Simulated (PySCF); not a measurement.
## Ionisation energy of Mo⁺ by level of theory

Mo⁺ [Kr] 4d5 (6S) → Mo²⁺ [Kr] 4d4 (5D), as a difference of total energies. Calculation: PySCF 2.14, in aug-cc-pwCVDZ-PP with ECP28MDF; scalar relativity through the core potential. Correlated levels: valence and next inner shell: nothing frozen outside the core potential. The calculations carry no spin-orbit coupling.

```csv
method,ionisation energy (eV)
UHF,15.094
MP2 (valence and next inner shell),16.007
SCS-MP2 (valence and next inner shell),15.615
CCSD (valence and next inner shell),15.830
CCSD(T) (valence and next inner shell),15.873
```

Question: How much does correlation contribute at CCSD(T) (valence and next inner shell)?

Answer: 15.873 − (15.094) = 0.779 eV, measured against UHF.

The reference lies between the lowest fine-structure levels, while these numbers refer to the centres of the terms.

Errors of the correlated levels include the incompleteness of this basis.

For comparison: 16.16 ± 0.12 eV (semi-empirical (NIST evaluation); NIST Atomic Spectra Database, ionization energies).
